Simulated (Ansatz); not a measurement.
C3H7FSn can be A, `C=C[CH2][SnH2][F]`, or B, `C[CH](C)[Sn][F]`.

Gas-phase electronic energies from Ansatz, PBE0-D4/def2-TZVP geometries. CCSD(T)/CBS is the MP2 limit (def2-TZVPP, def2-QZVPP) plus CCSD(T) − MP2 in def2-TZVPP, frozen cores. DFT in def2-TZVPP. Elements past krypton have def2 core potentials. For Sn outer-core shells are correlated without core-valence functions, which leaves a few kJ/mol of doubt a bond. One conformer a species, not always the lowest.

A:

Z-matrix (Å, degrees):
```
C
C 1 1.483
Sn 1 2.149 2 110.2
H 1 1.093 2 112.1 3 -120.4
H 1 1.093 2 112.1 3 117.2
C 2 1.328 1 125.2 3 107.7
H 2 1.088 1 115.8 3 -70.6
F 3 1.932 1 103.0 2 59.9
H 3 1.708 1 115.2 2 172.9
H 3 1.705 1 113.7 2 -52.8
H 6 1.086 2 121.6 1 1.6
H 6 1.083 2 121.3 1 -178.6
```

B:

```xyz
12

C    -0.6431   -1.0265    0.5631
C     0.4585    0.0181    0.4399
C    -0.0714    1.3296   -0.1251
Sn    2.0368   -0.7498   -0.8877
F     0.7916   -0.9028   -2.3888
H    -1.0651   -1.2693   -0.4165
H    -1.4659   -0.6613    1.1907
H    -0.2907   -1.9601    1.0149
H     0.9081    0.1968    1.4241
H    -0.8844    1.7275    0.4955
H     0.6974    2.1082   -0.1768
H    -0.4718    1.1896   -1.1335
```

Which is lower in electronic energy at CCSD(T)/CBS, and by how much? (Best estimate.)

The calculation gave: B, by 108.0 kJ/mol.

Give E(B) − E(A) in kJ/mol with CCSD(T)/def2-TZVPP, PBE0-D4, B2PLYP, LDA (SPW92), CCSD(T)/def2-SVP, CCSD/def2-TZVPP, BLYP-D4. (Best estimate.)

The calculation gave: CCSD(T)/def2-TZVPP -101.9, PBE0-D4 -116.3, B2PLYP -113.2, LDA (SPW92) -119.6, CCSD(T)/def2-SVP -108.9, CCSD/def2-TZVPP -103.3, BLYP-D4 -123.6. None reverses the order clearly.

Does the order hold for the free energy at 298.15 K (harmonic terms from PBE0-D4)? (An estimate is asked.)

Computed: Yes: G(B) − G(A) = -86.2 kJ/mol, for one conformer each. Modes under 60 cm⁻¹, often nearly free rotors, make the harmonic entropy too high.

Largest T1 diagnostic: 0.014.

In def2-TZVPP, CCSD(T) changes the Hartree–Fock value by −17.6 kJ/mol (the triples alone add +1.4 kJ/mol) and MP2 by −32.3 kJ/mol. From BLYP to BHLYP (50 % exact exchange), in def2-TZVPP and without D4, E(B) − E(A) moves by +8.4 kJ/mol.
